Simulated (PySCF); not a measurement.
F2H4OSi2, SMILES F[SiH2]O[SiH2]F.

Geometry optimised at PBE0-D3(BJ)/def2-SVP. Other conformers were not sampled.

Calculation: PySCF with PBE/def2-TZVP.

total energy: -856.08771 hartree
point group: C2
highest occupied level: -7.87 eV
lowest empty level: -0.65 eV
orbital gap: 7.21 eV
dipole moment: 1.57 D
quadrupole, principal values (traceless, Buckingham form, about the centre of nuclear charge): -3.94, -2.14, 6.08 D·Å
mean static polarisability: 51.7 bohr³ (7.66 Å³)
polarisability, principal values: 47.2, 48.1, 59.6 bohr³
